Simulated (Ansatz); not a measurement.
`C#[C][SnH]([CH3])[F]` + H₂ → `C#[C][SnH2][CH3]` + H–F at 298.15 K and 1 bar (hydrogenolysis of the Sn–F bond).

Isolated molecules relaxed with PBE0-D4/def2-TZVP in Ansatz; ΔE leaves out vibrations. CCSD(T)/CBS adds triple-zeta CCSD(T) − MP2 to the extrapolated MP2 energy (def2 sets, frozen cores). This one scheme is used for every species. def2 core potentials past Kr. For Sn outer-core shells are correlated without core-valence functions, which leaves a few kJ/mol of doubt a bond.

```
               species  CCSD(T)/CBS energy (Eh)  H − E (kJ/mol)  S (J/(mol·K))
`C#[C][SnH]([CH3])[F]`               -430.95503           190.2          376.3
                    H₂                 -1.17544            35.1          130.4
    `C#[C][SnH2][CH3]`               -331.71794           200.0          349.0
                   H–F               -100.39570            33.5          173.6
```

H − E and S are ideal-gas, rigid-rotor, harmonic terms from PBE0-D4/def2-TZVP, for one conformer and one mirror image of each species. The MP2-based limit puts H₂ 0.8 mEh under its directly extrapolated value; such offsets cancel only in part. 1 Eh = 2625.50 kJ/mol, R = 8.31446 J/(mol·K).

By hand: ΔE, ΔH, ΔS and ΔG.

ΔE = (-331.71794) + (-100.39570) − (-430.95503) − (-1.17544) = 0.01683 Eh = 44.2 kJ/mol. Δ(H − E) = 200.0 + 33.5 − 190.2 − 35.1 = 8.2, so ΔH = 52.4 kJ/mol. ΔS = 349.0 + 173.6 − 376.3 − 130.4 = 15.9 J/(mol·K). ΔG = 52.4 − 298.15 × (15.9)/1000 = 47.7 kJ/mol.

By hand: the equilibrium constant, and the temperature at which ΔG would vanish if ΔH and ΔS stayed fixed.

log₁₀ K = −ΔG/(RT ln 10) = -8.4. ΔG = 0 at ΔH/ΔS = 3296 K, far beyond where these terms or the molecules hold.

ΔH outweighs TΔS. A doubt of 5 kJ/mol in ΔE shifts log₁₀ K by 0.9 here. Other conformers and mirror images would add mixing entropy, several J/(mol·K) or more a flexible species. These are equilibria of isolated gas molecules and say nothing of rates. Largest T1 diagnostic: 0.013 (customary marks: 0.02 for closed shells, 0.045 for open ones).
